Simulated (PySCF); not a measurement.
**Ba⁺ (barium, charge +1) across methods**

[Xe] 6p1, 2P determinant (an excited configuration). All numbers are calculated (PySCF 2.14, the spin-free X2C one-electron Hamiltonian (Gaussian nucleus), in aug-cc-pwCVTZ-X2C). The B2PLYP total includes its PT2 part (frozen core); its orbital energies are those of the SCF part.

```json
{"method": "PBE", "E (hartree)": "-8134.04", "mean ε 5p α (eV)": "-25.372", "mean ε 5p β (eV)": "-25.313", "mean ε 6p α (eV)": "-5.955", "Σ⟨r²⟩ (bohr²)": "75.46", "⟨S²⟩": "0.750"}
{"method": "r2SCAN", "E (hartree)": "-8134.46", "mean ε 5p α (eV)": "-25.898", "mean ε 5p β (eV)": "-25.878", "mean ε 6p α (eV)": "-5.912", "Σ⟨r²⟩ (bohr²)": "76.04", "⟨S²⟩": "0.750"}
{"method": "UHF", "E (hartree)": "-8131.39004", "mean ε 5p α (eV)": "-30.933", "mean ε 5p β (eV)": "-30.831", "mean ε 6p α (eV)": "-7.001", "Σ⟨r²⟩ (bohr²)": "79.68", "⟨S²⟩": "0.750"}
{"method": "B2PLYP", "E (hartree)": "-8133.70", "mean ε 5p α (eV)": "-28.426", "mean ε 5p β (eV)": "-28.355", "mean ε 6p α (eV)": "-6.487", "Σ⟨r²⟩ (bohr²)": "77.22", "⟨S²⟩": "0.750"}
{"method": "BHandHLYP", "E (hartree)": "-8134.48", "mean ε 5p α (eV)": "-28.455", "mean ε 5p β (eV)": "-28.391", "mean ε 6p α (eV)": "-6.484", "Σ⟨r²⟩ (bohr²)": "76.72", "⟨S²⟩": "0.750"}
{"method": "PBE0", "E (hartree)": "-8134.12", "mean ε 5p α (eV)": "-27.048", "mean ε 5p β (eV)": "-26.980", "mean ε 6p α (eV)": "-6.313", "Σ⟨r²⟩ (bohr²)": "76.06", "⟨S²⟩": "0.750"}
{"method": "LDA", "E (hartree)": "-8127.43", "mean ε 5p α (eV)": "-25.527", "mean ε 5p β (eV)": "-25.467", "mean ε 6p α (eV)": "-5.916", "Σ⟨r²⟩ (bohr²)": "75.07", "⟨S²⟩": "0.750"}
{"method": "PBEsol", "E (hartree)": "-8130.70", "mean ε 5p α (eV)": "-25.392", "mean ε 5p β (eV)": "-25.337", "mean ε 6p α (eV)": "-5.910", "Σ⟨r²⟩ (bohr²)": "75.31", "⟨S²⟩": "0.750"}
```

Spin-orbit coupling, absent here, splits the open shell strongly.
